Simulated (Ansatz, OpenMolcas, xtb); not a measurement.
**MoO3 (molybdenum trioxide): the energy, rung by rung**

MoO3 has 4 atoms, charge 0, and is taken as a singlet. As SMILES, `[O]=[Mo](=[O])=[O]`. Geometry: relaxed at PBE0-D4/def2-TZVP.

```xyz
4

O    -0.9680   -0.1498    1.2625
Mo   -0.1381   -0.3365   -0.2003
O     1.5070   -0.6076    0.0888
O    -0.3452    1.0336   -1.1714
```

Each level gives the energy change with the Mo2–O3 bond stretched from 1.692 to 3.046 Å (eV). The values are calculated.

```csv
level,kind,program,value (eV),CPU time (all runs)
GFN-FF,force field,xtb,3.80,under 2 s
GFN2-xTB,semi-empirical,xtb,4.97,under 2 s
HF/def2-SVPD (core potential) (restricted),Hartree–Fock,Ansatz,6.24,23 s
HF/def2-SVPD (core potential) (unrestricted),Hartree–Fock,OpenMolcas,3.20,64 s
SVWN5/def2-SVPD (core potential) (restricted),LDA,Ansatz,6.93,21 s
BLYP/def2-SVPD (core potential) (restricted),GGA,Ansatz,5.93,48 s
revPBE/def2-SVPD (core potential) (restricted),GGA,OpenMolcas,6.14,4.1 min
r2SCAN/def2-SVPD (core potential) (restricted),meta-GGA,Ansatz,6.96,66 s
B3LYP/def2-SVPD (core potential) (restricted),global hybrid,OpenMolcas,6.85,3 min
wB97X/def2-SVPD (core potential) (restricted),range-separated hybrid,Ansatz,7.72,2.1 min
```

Spin-restricted single references rise too steeply as a bond breaks. The first shape isn't each level's own minimum. The values span 3.20 to 7.72 eV. Spin contamination of the reference (⟨S²⟩ at least 0.1 too high) touches HF/def2-SVPD. Times are those of the runs behind each value, whatever else they computed, on shared processors of several kinds: orders of magnitude only.
